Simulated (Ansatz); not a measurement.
Two members of one family (Series CuX2), computed with Ansatz in the gas phase. The two geometries come from different levels. HOMO and LUMO are taken over both spins. Binding counts from free atoms in the multiplicity of their measured ground term, without zero-point energy. The spins of the ions were chosen, not always searched. Names give formal oxidation states. A dash marks a value that wasn't run or was left out as unsound. The structures are stationary points that may keep the symmetry of their start. Remarks come from the PBE and PBE0 runs and from stability tests at other levels; not every state was tested. HOMO above LUMO (over both spins in singlets and doublets, within one spin in higher multiplets; at PBE or PBE0), or a gap under 0.15 eV within one spin, warns that the state may not be the lowest or that an electron is smeared out.

First: CuCl2 (doublet, charge 0, r2SCAN-D4/def2-TZVP geometry; reduced ion singlet).

| atom | x (Å) | y (Å) | z (Å) |
| --- | --- | --- | --- |
| Cu1 | 0.0000 | 0.0000 | 0.0000 |
| Cl2 | -1.6306 | -1.1585 | -0.4849 |
| Cl3 | 1.6306 | 1.1585 | 0.4849 |

```json
{"level": "PBE-D4/def2-TZVP", "HOMO (eV)": "-7.07", "LUMO (eV)": "-7.07", "gap (eV)": "0.00", "vertical EA (eV)": "–", "binding per atom (eV)": "2.22"}
{"level": "r2SCAN-D4/def2-TZVPD", "HOMO (eV)": "-7.49", "LUMO (eV)": "-7.15", "gap (eV)": "0.34", "vertical EA (eV)": "3.93", "binding per atom (eV)": "2.26"}
{"level": "PBE0-D4/def2-SVP", "HOMO (eV)": "-8.58", "LUMO (eV)": "-6.05", "gap (eV)": "2.53", "vertical EA (eV)": "–", "binding per atom (eV)": "2.15"}
{"level": "PBE0-D4/def2-TZVPD", "HOMO (eV)": "-8.91", "LUMO (eV)": "-6.23", "gap (eV)": "2.68", "vertical EA (eV)": "4.13", "binding per atom (eV)": "2.06"}
{"level": "ωB97X-V/def2-TZVP", "HOMO (eV)": "-11.29", "LUMO (eV)": "-4.27", "gap (eV)": "7.02", "vertical EA (eV)": "–", "binding per atom (eV)": "2.02"}
```

Metal–donor distances: 2 × Cl 2.06 Å. Remarks: near-degenerate levels, HOMO above LUMO, gap within one spin near zero.

Second: Cu(SH)2 (doublet, charge 0, PBE0-D4/def2-TZVP geometry; reduced ion singlet).

Cartesian coordinates in Å:
```
Cu 0.0031 -0.0032 0.0026
S 1.0110 -0.5223 -1.7833
H 0.2140 -1.5663 -2.0781
S -1.0080 0.5191 1.7856
H -0.2202 1.5728 2.0731
```

Question: Estimate the same table for the second.

Answer: 
```json
{"level": "PBE-D4/def2-TZVP", "HOMO (eV)": "-6.24", "LUMO (eV)": "-5.49", "gap (eV)": "0.74", "vertical EA (eV)": "–", "binding per atom (eV)": "2.67"}
{"level": "r2SCAN-D4/def2-TZVPD", "HOMO (eV)": "-6.65", "LUMO (eV)": "-5.54", "gap (eV)": "1.11", "vertical EA (eV)": "2.85", "binding per atom (eV)": "2.68"}
{"level": "PBE0-D4/def2-SVP", "HOMO (eV)": "-6.93", "LUMO (eV)": "-4.65", "gap (eV)": "2.28", "vertical EA (eV)": "–", "binding per atom (eV)": "2.56"}
{"level": "PBE0-D4/def2-TZVPD", "HOMO (eV)": "-7.19", "LUMO (eV)": "-4.89", "gap (eV)": "2.30", "vertical EA (eV)": "3.09", "binding per atom (eV)": "2.53"}
{"level": "ωB97X-V/def2-TZVP", "HOMO (eV)": "-8.95", "LUMO (eV)": "-3.13", "gap (eV)": "5.82", "vertical EA (eV)": "–", "binding per atom (eV)": "2.53"}
```

Metal–donor distances: 2 × S 2.12 Å.
